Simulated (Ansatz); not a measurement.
The first iterations of a band of ClGaH5NO (9 atoms, charge 0, multiplicity 1).

Theory: Ansatz 0.2.0, RKS B3LYP-D4/def2-SVP.

| Quantity | Value |
| --- | --- |
| movable images | 5 |
| climbing image | yes |
| spring | 5.0 eV/Å² |
| optimiser | quadratic models (default) |
| start path | through a guess of the saddle point |
| force threshold | 0.05 eV/Å |
| iteration limit | 60 |
| end points | relaxed |

Initial state:

```xyz
9
Properties=species:S:1:pos:R:3
Ga 0.022 0.147 0.287
O -0.395 -0.307 2.001
H -0.831 -1.159 2.118
H 1.373 -0.266 -0.384
Cl -1.749 0.347 -1.029
N 0.145 2.158 0.890
H 1.030 2.653 0.770
H -0.596 2.681 0.418
H -0.081 2.104 1.888
```

Final state:

```xyz
9
Properties=species:S:1:pos:R:3
Ga 0.203 0.487 0.005
O -0.217 -0.090 2.022
H -1.132 -0.410 2.091
H 1.466 -0.292 -0.458
Cl -1.773 -0.014 -0.826
N 0.170 2.214 0.764
H 1.031 2.758 0.746
H -0.583 2.816 0.429
H -0.246 0.889 2.186
```

| iteration | highest image above the first end (eV) | largest band force component (eV/Å) |
| --- | --- | --- |
| 1 | 3.713 | 10.523 |
| 2 | 1.999 | 2.363 |
| 3 | 1.169 | 1.255 |

Q: Does the band converge within its limit, and where does its top end?

A: It converged. It ended after 11 iterations with the highest image 0.756 eV above the first end. A vibrational analysis at the climbing image gives one clearly imaginary mode, 1005i cm⁻¹: a first-order saddle point. The orbitals stay closed-shell, which can raise the energy where a bond breaks towards radicals; this wasn't checked here.

Run time: 2.7 min on 2 threads of Arm Neoverse V1, on a shared host, peak memory 0.24 GiB.
